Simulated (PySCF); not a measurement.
Br₂Pb, charge +1, multiplicity 2. Atoms are numbered in the order given.

```xyz
3

Pb     0.0000     0.0000     1.0463
Br     0.0000     1.4789    -1.2256
Br     0.0000    -1.4789    -1.2256
```
Charge +1, spin multiplicity 2.

The structure is a stationary point at PBE0-D3(BJ)/def2-SVP. The multiplicity is an assumed one; other spin states were not compared. The isomer is the one that the SMILES or the coordinates give; other isomers of the formula were not compared. The def2 effective core potentials stand for the cores of Pb; spin–orbit coupling is left out.

These are PBE0-D3(BJ)/def2-SVP run with PySCF values and carry that method's errors.

Frequencies are harmonic and unscaled.

```csv
mode,ν (cm⁻¹),IR (km/mol),moving atoms (share of kinetic energy)
1,121,3.6,"Br 83 %, Pb 17 %"
2,149,0.6,"Br 81 %, Pb 19 %"
3,216,16.3,"Br 73 %, Pb 27 %"
```
